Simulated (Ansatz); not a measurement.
Cs3I2⁺ (the lowest singlet isomer of a short search), 5 atoms. Hardware: 4 threads of Arm Neoverse V1 on a shared host.

In the def2 sets Cs, I take a core potential; there is no spin–orbit coupling. Correlated methods freeze 8 core orbitals; core or outer-core shells of Cs, I are correlated, in sets that lack core-valence functions.

(1) How many basis functions does each of these Ansatz runs have, and roughly what does it cost? BHLYP-D4/def2-TZVP, charge 1 singlet, energy, from earlier orbitals; CCSD(T)/def2-TZVP, charge 1 singlet, energy, from earlier orbitals; HSE06-D4/def2-TZVP, charge 1 singlet, energy, from earlier orbitals; PBE0-D4/def2-SVP, charge 1 singlet, energy, from earlier orbitals; PBE0-D4/def2-TZVP, charge 1 singlet, energy, from earlier orbitals; RPA@PBE/def2-TZVP, charge 1 singlet, energy, from earlier orbitals; PBE-D4/def2-SVP, charge 1 singlet, energy, from earlier orbitals; r2SCAN-D4/def2-TZVP, charge 1 singlet, energy, from earlier orbitals; PBE-D4/def2-TZVP, charge 1 singlet, energy and forces, from earlier orbitals; HF/def2-TZVP, charge 1 singlet, energy, from earlier orbitals; r2SCAN-D4/def2-SVP, charge 1 singlet, relaxation, 4 steps.

Answers

(1) Other jobs shared the machine, so times can vary by a factor of up to 3. A dash marks memory too small to be measured apart from the calling script's.

```json
{"run": "PBE-D4/def2-SVP, charge 1 singlet, energy, from earlier orbitals", "functions": "124", "fitting or Cholesky vectors": "1394", "wall time": "2.9 s", "peak host memory (GiB)": "–"}
{"run": "HF/def2-TZVP, charge 1 singlet, energy, from earlier orbitals", "functions": "187", "fitting or Cholesky vectors": "2007", "wall time": "3.9 s", "peak host memory (GiB)": "0.66"}
{"run": "PBE0-D4/def2-SVP, charge 1 singlet, energy, from earlier orbitals", "functions": "124", "fitting or Cholesky vectors": "1340", "wall time": "4.1 s", "peak host memory (GiB)": "–"}
{"run": "PBE-D4/def2-TZVP, charge 1 singlet, energy and forces, from earlier orbitals", "functions": "187", "fitting or Cholesky vectors": "1688", "wall time": "4.8 s", "peak host memory (GiB)": "–"}
{"run": "HSE06-D4/def2-TZVP, charge 1 singlet, energy, from earlier orbitals", "functions": "187", "fitting or Cholesky vectors": "1790", "wall time": "6 s", "peak host memory (GiB)": "0.73"}
{"run": "PBE0-D4/def2-TZVP, charge 1 singlet, energy, from earlier orbitals", "functions": "187", "fitting or Cholesky vectors": "1790", "wall time": "6 s", "peak host memory (GiB)": "0.7"}
{"run": "BHLYP-D4/def2-TZVP, charge 1 singlet, energy, from earlier orbitals", "functions": "187", "fitting or Cholesky vectors": "1943", "wall time": "7.5 s", "peak host memory (GiB)": "0.73"}
{"run": "r2SCAN-D4/def2-TZVP, charge 1 singlet, energy, from earlier orbitals", "functions": "187", "fitting or Cholesky vectors": "1688", "wall time": "8 s", "peak host memory (GiB)": "–"}
{"run": "RPA@PBE/def2-TZVP, charge 1 singlet, energy, from earlier orbitals", "functions": "187", "fitting or Cholesky vectors": "1788", "wall time": "11 s", "peak host memory (GiB)": "0.63"}
{"run": "r2SCAN-D4/def2-SVP, charge 1 singlet, relaxation, 4 steps", "functions": "124", "fitting or Cholesky vectors": "1394", "wall time": "16 s", "peak host memory (GiB)": "–"}
{"run": "CCSD(T)/def2-TZVP, charge 1 singlet, energy, from earlier orbitals", "functions": "187", "fitting or Cholesky vectors": "1788", "wall time": "4.2 min", "peak host memory (GiB)": "3.5"}
```
